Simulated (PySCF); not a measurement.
**Finite-field polarisability of Be (beryllium, neutral)**

[He] 2s2, closed-shell 1S. Computed with PySCF 2.14 in aug-cc-pCVQZ, with no relativity, point nucleus. Frozen: 1s2. Energy changes in a uniform field (μhartree):

```csv
axis,F (au),HF,MP2,CCSD,CCSD(T)
x,0.0021,-100.583,-93.855,-83.706,-83.706
x,0.0042,-402.651,-375.730,-335.118,-335.118
```

(1) Derive α along x at CCSD(T) from the two fields.

(2) And the mean polarisability at each level?

Answers

(1) With ΔE = −αF²/2 − γF⁴/24, α = −(16 ΔE(F) − ΔE(2F))/(6F²) = 37.95 bohr³.

(2) HF 45.60, MP2 42.55, CCSD 37.95, CCSD(T) 37.95 bohr³. Reference: 37.74 ± 0.03 bohr³ (recommended; Schwerdtfeger and Nagle, table of static dipole polarizabilities (2023 update)).
